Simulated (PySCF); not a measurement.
Job file and geometry (Å, from GFN2-xTB) of an NMR shielding run on SMILES C1C(N2[SiH2]CCC2)C1, C6H13NSi, PySCF, GIAO PBE0/pcSseg-1 NMR shielding, non-relativistic, gas phase; density fitting, a coarse starting grid and PySCF grid level 2 are the driver's defaults:

```
$ OMP_NUM_THREADS=1 python probes_run.py task.json out

{"job": {"kind": "nmr", "xc": "PBE0", "basis": "pcSseg-1"}, "charge": 0, "multiplicity": 1}
C     -2.054075    -1.154795    -0.010567
C     -2.400869     0.313940     0.221023
Si    -0.837513     1.233581    -0.339890
N      0.119146    -0.191022    -0.286248
C      1.529644    -0.292735    -0.356715
C      2.369104     0.911129    -0.631134
C      2.405830     0.276422     0.728698
C     -0.570009    -1.331821     0.291487
H     -2.226018    -1.400823    -1.059822
H     -2.658671    -1.826538     0.601911
H     -2.592675     0.490918     1.279096
H     -3.303169     0.593530    -0.316553
H     -0.875378     1.766103    -1.705987
H     -0.491554     2.307588     0.606517
H      1.856369    -1.231905    -0.799672
H      3.227147     0.797410    -1.276207
H      1.870489     1.861695    -0.730379
H      3.291174    -0.265111     1.025699
H      1.915097     0.800869     1.533947
H     -0.182996    -2.256352    -0.152067
H     -0.399989    -1.385140     1.376392
```

Task: What does the program print?

Result: 
```
coarse grid: 17264 points
cycle   1  E = -580.0648562433  dE =  1.124e+00  |g| = 4.663e-01  |ddm| = 4.090e+00
cycle   2  E = -580.0400313964  dE =  2.482e-02  |g| = 5.754e-01  |ddm| = 1.068e+00
cycle   3  E = -580.1212701072  dE = -8.124e-02  |g| = 6.684e-02  |ddm| = 6.674e-01
cycle   4  E = -580.1219259515  dE = -6.558e-04  |g| = 3.702e-02  |ddm| = 9.947e-02
cycle   5  E = -580.1222253569  dE = -2.994e-04  |g| = 6.004e-03  |ddm| = 3.969e-02
cycle   6  E = -580.1222322261  dE = -6.869e-06  |g| = 1.884e-03  |ddm| = 7.509e-03
final grid: 160008 points
cycle   7  E = -580.1686753311  dE = -4.459e-05  |g| = 9.157e-03  |ddm| = 3.204e-02
cycle   8  E = -580.1686627873  dE =  1.254e-05  |g| = 1.160e-02  |ddm| = 2.046e-02
cycle   9  E = -580.1686972223  dE = -3.443e-05  |g| = 8.982e-04  |ddm| = 1.196e-02
cycle  10  E = -580.1686973746  dE = -1.523e-07  |g| = 3.242e-04  |ddm| = 1.122e-03
cycle  11  E = -580.1686973957  dE = -2.114e-08  |g| = 6.063e-05  |ddm| = 3.217e-04
cycle  12  E = -580.1686973964  dE = -6.735e-10  |g| = 2.723e-05  |ddm| = 8.950e-05
converged SCF energy = -580.1686973964

GIAO shielding tensors (ppm)
atom      isotropic    diamagn.    paramagn.     s11        s22        s33       span
  0 C      157.836     248.902     -91.066    139.951    161.326    172.230     32.279
  1 C      176.522     254.290     -77.768    160.352    172.798    196.416     36.063
  2 Si     386.517     882.093    -495.576    347.399    373.119    439.034     91.635
  3 N      221.112     328.039    -106.927    163.754    217.884    281.698    117.944
  4 C      153.460     238.850     -85.391    116.985    131.069    212.324     95.338
  5 C      180.056     256.284     -76.228    148.972    175.088    216.108     67.135
  6 C      180.859     254.244     -73.385    147.873    175.105    219.599     71.726
  7 C      129.603     244.167    -114.564     98.067    128.202    162.541     64.473
  8 H       29.865      31.022      -1.157     25.086     27.898     36.611     11.525
  9 H       29.681      29.408       0.273     24.597     27.242     37.204     12.607
 10 H       30.864      31.496      -0.633     26.613     27.795     38.183     11.571
 11 H       30.742      29.761       0.982     25.972     27.403     38.851     12.879
 12 H       26.959      30.748      -3.789     23.083     24.373     33.420     10.338
 13 H       27.098      30.767      -3.669     23.019     25.783     32.492      9.473
 14 H       29.488      30.387      -0.899     22.113     28.349     38.002     15.890
 15 H       31.010      30.271       0.739     24.946     26.406     41.679     16.733
 16 H       31.181      32.524      -1.343     25.004     29.933     38.606     13.602
 17 H       31.355      30.632       0.724     25.641     26.542     41.883     16.241
 18 H       31.590      32.198      -0.608     26.048     29.925     38.798     12.750
 19 H       28.815      30.752      -1.937     24.158     27.936     34.352     10.194
 20 H       28.720      31.601      -2.880     23.873     27.593     34.694     10.821
```

Task: Turn these shieldings into chemical shifts. References, each an isolated molecule treated in the same way: ¹³C (σref 186.93), ²⁹Si (σref 349.16), ¹H (σref 31.72) vs TMS; NH3 for ¹⁵N (σref 267.73).

Result: Averaging equivalent atoms: C 7: 57.3; C 4: 33.5; C 0: 29.1; C 1: 10.4; C 5/6: 6.5; Si 2: -37.4; N 3: 46.6; H 12/13: 4.69; H 19/20: 2.95; H 14: 2.23; H 8/9: 1.94; H 10/11: 0.91; H 15/17: 0.53; H 16/18: 0.33 ppm. Experimental scales use liquid or dissolved standards, which lie at an offset from isolated NH3 (liquid NH3: subtract about 20 ppm).

Size and cost of the density-fitted run: 208 basis functions, 44 s wall time on 1 thread of an Arm Neoverse V2, shared host; peak memory 0.94 GiB.
